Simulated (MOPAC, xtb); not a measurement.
Lewis adduct: C2H5Ga (SMILES C=[CH][GaH2]) (first 8 atoms) with H2O (SMILES O); geometry from B3LYP-D3(BJ)/def2-TZVP, rigid monomers moved along the line of their centres of mass till Ga3···O9 is 2.57 Å.
(charge 0, multiplicity 1):
```csv
atom,x (Å),y (Å),z (Å)
C,-2.0977,0.7257,0.8404
C,-0.8006,0.9683,0.6376
Ga,0.5859,-0.4482,0.7871
H,-2.4674,-0.2756,1.0477
H,-2.8590,1.5010,0.7912
H,-0.5226,1.9977,0.4158
H,0.0433,-1.9338,0.8070
H,2.0895,-0.1358,0.4633
O,0.6692,-0.2454,3.3489
H,-0.1543,0.2482,3.4753
H,0.5562,-1.0964,3.7901
```

Monomers are frozen at their geometry in the pair; levels with a basis set take the counterpoise correction.

The state that PM3, PM6, PM7 reach isn't checked; PM7 holds dispersion and hydrogen-bond terms.

Codes used: MOPAC for PM3, PM6, PM7 (differences of heats of formation); xtb for the GFN methods. Values without a source in brackets are computed.

One of these levels gives -16.71 kcal/mol for the interaction energy. Name it.
(A) GFN1-xTB
(B) PM6
(C) PM7
(D) PM3

A, GFN1-xTB. The others give -30.75 (PM3), -6.96 (PM6), -4.52 (PM7)
